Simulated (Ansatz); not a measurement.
System: CH2N, charge 0, doublet. CH2N (SMILES C=[N], doublet).
B3LYP-D3(BJ)/def2-TZVP minimum from Ansatz (a first-principles code):
```xyz
4

N      0.6782     0.2132     0.1933
C     -0.4611    -0.1449    -0.1314
H     -0.6437    -1.1146    -0.6137
H     -1.3376     0.4917     0.0492
```
Charge 0, spin multiplicity 2.

Hartree-Fock and CCSD correlation energies in hartree (Ansatz). UHF or UKS for unpaired electrons; spin-orbit terms are left out. Cores are frozen in correlated methods. No relativity. The UHF reference of CH2N (C=[N], doublet) is spin-contaminated (<S^2> up to 0.18 over the pure value in the sets run).

| basis | X | E(HF) | E(corr, CCSD) |
|---|---|---|---|
| cc-pVTZ | 3 | -93.46588 | -0.34210 |
| cc-pVQZ | 4 | -93.47240 | -0.36053 |
| cc-pV5Z | 5 | -93.47392 | withheld |

**Question.** Fit E(corr) = E∞ + A/X³ to X = 3 and 4, predict X = 5, and compare with the run.

**Answer.** A = (-0.34210 - (-0.36053))/(1/27 - 1/64) = 0.8607; E∞ = -0.36053 - A/64 = -0.37398; at X = 5, E∞ + A/125 = -0.36709. The run gave -0.36663, 0.46 mEh above the prediction. The same form on X = 4 and 5 gives E∞ = -0.37303, 0.95 mEh above the first estimate.
